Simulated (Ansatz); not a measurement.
Consider the substitution at a C–N bond: `CNB(N)O` + `[OH][Ti]([Cl])([Cl])[Cl]` → `C[O][Ti]([Cl])([Cl])[Cl]` + `NB(N)O`.

Program: Ansatz. Geometries: PBE0-D4/def2-TZVP. ΔE: electronic, gas phase. CCSD(T)/CBS is the MP2 limit (def2-TZVPP, def2-QZVPP) plus CCSD(T) − MP2 in def2-TZVPP, frozen cores. DFT in def2-TZVPP. For Ti outer-core shells are correlated without core-valence functions, which leaves a few kJ/mol of doubt a bond. Scalar relativity is left out up to krypton. Each species was taken in one conformer, which may not be the lowest.

`CNB(N)O`:

Z-matrix (Å, degrees):
```
C
N 1 1.437
H 1 1.099 2 113.5
H 1 1.093 2 110.8 3 -121.1
H 1 1.094 2 110.6 3 121.1
B 2 1.415 1 126.5 3 -82.4
H 2 1.005 1 115.7 3 89.6
O 6 1.385 2 116.2 1 179.4
N 6 1.423 2 121.8 1 -0.7
H 8 0.957 6 113.7 2 -175.6
H 9 1.003 6 122.9 2 2.0
H 9 1.003 6 123.5 2 -172.1
```

`[OH][Ti]([Cl])([Cl])[Cl]`:

Z-matrix (Å, degrees):
```
Ti
Cl 1 2.180
Cl 1 2.179 2 110.3
O 1 1.745 2 109.5 3 120.1
Cl 1 2.179 2 110.3 3 -119.8
H 4 0.958 1 146.7 2 179.4
```

`C[O][Ti]([Cl])([Cl])[Cl]`:

Cartesian coordinates in Å:
```
C -1.463 -0.151 0.749
O -0.226 -0.023 0.117
Ti 1.297 0.134 -0.664
Cl 2.536 -1.587 -0.128
Cl 2.239 1.989 0.012
Cl 0.971 0.191 -2.826
H -1.630 0.712 1.398
H -1.473 -1.065 1.347
H -2.253 -0.199 -0.005
```

`NB(N)O`:

Cartesian coordinates in Å:
```
N -1.049 0.684 -0.044
B 0.191 -0.007 -0.137
N 0.564 -1.000 0.800
O 1.099 0.254 -1.149
H -1.340 1.393 -0.690
H -1.719 0.509 0.681
H 1.441 -1.480 0.722
H 0.002 -1.283 1.579
H 0.810 0.929 -1.762
```

(1) Is it downhill or uphill in electronic energy at CCSD(T)/CBS, and by how much? (Estimate.)

(2) What do these levels give: PBE-D4, r2SCAN-D4, ωB97X-V, ωB97M-V, B2PLYP, MP2/def2-QZVPP? (Estimate.)

Largest T1 diagnostic among the species: 0.024, so the coupled-cluster value is less sure than usual.

## Answers

(1) Computed: Downhill: ΔE = -2.1 kcal/mol.

(2) The calculation gave: PBE-D4 -1.7, r2SCAN-D4 -2.1, ωB97X-V -1.6, ωB97M-V -1.1, B2PLYP -3.3, MP2/def2-QZVPP -2.7 kcal/mol.
